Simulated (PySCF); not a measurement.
Job file and geometry (Å, from GFN2-xTB) of an NMR shielding run on SMILES CSB(C#C)SC, C$_{4}$H$_{7}$BS$_{2}$, GIAO PBE0/pcSseg-1 NMR shielding, non-relativistic, gas phase in PySCF 2.14.0, density-fitted response routines; density fitting, a coarse starting grid and PySCF grid level 2 are the driver's defaults:

```
$ OMP_NUM_THREADS=1 python probes_run.py task.json out

{"job": {"kind": "nmr", "xc": "PBE0", "basis": "pcSseg-1"}, "charge": 0, "multiplicity": 1}
C      0.907902     2.780885    -0.105623
C      0.299512     1.756587     0.074800
B     -0.405607     0.447566     0.300635
S     -2.189903     0.447609     0.452214
C     -2.577558    -1.316319     0.710908
S      0.535281    -1.085121     0.418725
C      2.251156    -0.516441     0.197761
H      1.416393     3.687383    -0.262807
H     -3.654242    -1.387923     0.822937
H     -2.077618    -1.668916     1.607838
H     -2.246174    -1.889283    -0.149708
H      2.491747     0.218252     0.959630
H      2.884455    -1.391920     0.301569
H      2.363976    -0.082833    -0.790995
```

Problem. What does the program print?

Solution. 
```
coarse grid: 13024 points
cycle   1  E = -977.2267071077  dE =  7.211e-01  |g| = 3.569e-01  |ddm| = 3.529e+00
cycle   2  E = -977.2245608832  dE =  2.146e-03  |g| = 3.763e-01  |ddm| = 8.291e-01
cycle   3  E = -977.2562813344  dE = -3.172e-02  |g| = 1.598e-01  |ddm| = 4.086e-01
cycle   4  E = -977.2624107854  dE = -6.129e-03  |g| = 3.307e-02  |ddm| = 1.197e-01
cycle   5  E = -977.2626734478  dE = -2.627e-04  |g| = 1.064e-02  |ddm| = 3.965e-02
cycle   6  E = -977.2627061983  dE = -3.275e-05  |g| = 2.196e-03  |ddm| = 1.449e-02
cycle   7  E = -977.2627072061  dE = -1.008e-06  |g| = 6.812e-04  |ddm| = 2.239e-03
final grid: 117136 points
cycle   8  E = -977.3084071773  dE = -2.782e-05  |g| = 9.661e-03  |ddm| = 3.449e-02
cycle   9  E = -977.3083943696  dE =  1.281e-05  |g| = 1.187e-02  |ddm| = 2.043e-02
cycle  10  E = -977.3084309180  dE = -3.655e-05  |g| = 6.279e-04  |ddm| = 1.220e-02
cycle  11  E = -977.3084309795  dE = -6.152e-08  |g| = 4.258e-04  |ddm| = 9.095e-04
cycle  12  E = -977.3084310243  dE = -4.477e-08  |g| = 1.148e-04  |ddm| = 3.669e-04
cycle  13  E = -977.3084310275  dE = -3.252e-09  |g| = 3.250e-05  |ddm| = 1.156e-04
cycle  14  E = -977.3084310278  dE = -2.822e-10  |g| = 6.154e-06  |ddm| = 3.464e-05
converged SCF energy = -977.3084310278

GIAO shielding tensors (ppm)
atom      isotropic    diamagn.    paramagn.     s11        s22        s33       span
  0 C       65.346     261.416    -196.070     13.191     15.816    167.030    153.840
  1 C       97.390     257.950    -160.561     -3.743     -2.138    298.050    301.793
  2 B       48.247     195.352    -147.106     -9.713     43.869    110.583    120.296
  3 S      452.688    1057.315    -604.627    208.682    556.561    592.821    384.140
  4 C      169.742     252.201     -82.458    160.838    163.947    184.442     23.604
  5 S      478.410    1059.547    -581.136    233.633    577.344    624.254    390.621
  6 C      166.782     250.532     -83.750    156.048    159.874    184.425     28.378
  7 H       27.880      33.325      -5.445     24.236     25.164     34.240     10.004
  8 H       29.568      27.976       1.592     23.998     26.925     37.780     13.782
  9 H       29.387      30.386      -0.999     24.443     28.255     35.463     11.020
 10 H       29.391      30.929      -1.538     24.487     28.125     35.560     11.073
 11 H       29.076      30.123      -1.047     24.347     27.396     35.485     11.137
 12 H       29.527      29.014       0.513     23.939     27.093     37.550     13.611
 13 H       29.128      30.705      -1.577     24.460     27.108     35.817     11.356
```

Size and cost of the density-fitted run: 168 basis functions, 39 s wall time on 1 thread of an Arm Neoverse N1, shared host; peak memory 0.75 GiB.
